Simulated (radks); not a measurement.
Hf III, 70 electrons, occupied as [Xe] 4f14 5d1 6s1 (not the ground configuration). Calculated with a radial shooting solver on a logarithmic mesh with Libxc functionals: Dirac Kohn-Sham, PBE, spin-unpolarised, spherical densities, finite nucleus; open shells fill j = l - 1/2 first; Fermi nuclear charge, rms radius 5.347 fm.

Normalised radial functions P(r) = r R(r) (large component), r in bohr:

r           5p1/2   4f7/2
0.002339   0.0137  0.0000
0.003661   0.0239  0.0000
0.005776   0.0428  0.0000
0.009113   0.0765  0.0000
0.01426    0.1302  0.0002
0.0225     0.2017  0.0012
0.03522    0.2497  0.0059
0.05557    0.1765  0.0260
0.08698   -0.0943  0.0970
0.1372    -0.3535  0.2997
0.2165    -0.0652  0.6953
0.3389     0.5003  1.1177
0.5347     0.1338  1.1972
0.8369    -0.8216  0.8606
1.32      -0.9487  0.4256
2.067     -0.3957  0.1417
3.261     -0.0572  0.0261
5.144     -0.0019  0.0018
8.052     0.0000  0.0000

5p1/2: eigenvalue -58.710 eV, 3 radial nodes at r = 0.0765, 0.227, 0.569 bohr, <r> = 1.26 bohr, 90 % of the charge inside 1.84 bohr. 4f7/2: eigenvalue -33.714 eV, 0 radial nodes, <r> = 0.681 bohr, 90 % of the charge inside 1.16 bohr.
